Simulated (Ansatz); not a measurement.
A made-up structure of LiAlClF, singlet:

```csv
atom,x (Å),y (Å),z (Å)
Li1,-0.4136,0.4930,2.4150
Al2,-0.0063,-0.1226,-0.0725
F3,0.5540,1.2769,-1.6033
Cl4,-0.1341,-1.6474,-0.7392
```

It is relaxed with PBE-D4/def2-SVP and then PBE0-D4/def2-TZVP (Ansatz 0.2.0). Atoms count as bonded within 1.22 times the sum of their covalent radii (H–H: 0.88 Å). The end point is not checked to be a true minimum.

Question: Does its bonding change? (A judgement: the text doesn't fix the answer.)

Answer: By the calculation: No: no bond forms or breaks.

Where it ends: The first stage lowers the energy by 4.66 eV in 7 steps. It ends as LiAlClF ([Li][Al]([F])[Cl]):
```tsv
atom	x (Å)	y (Å)	z (Å)
Li1	-0.3788	0.6545	2.3834
Al2	0.0363	0.0756	-0.1121
F3	0.4718	1.1587	-1.3051
Cl4	-0.1293	-1.8888	-0.9662
```

Labels in which every atom is bracketed show which atoms are joined, not bond orders.

For scale, one of the runs: PBE0-D4/def2-TZVP relaxation, 119 basis functions, launched by `ansatz run in.yaml --threads 2 --pin off --events-out ev --progress --plain --max-ram 4352MiB`. Hardware: 2 CPU threads of an AMD EPYC 9R45, shared host. Wall time about 3.8 s.
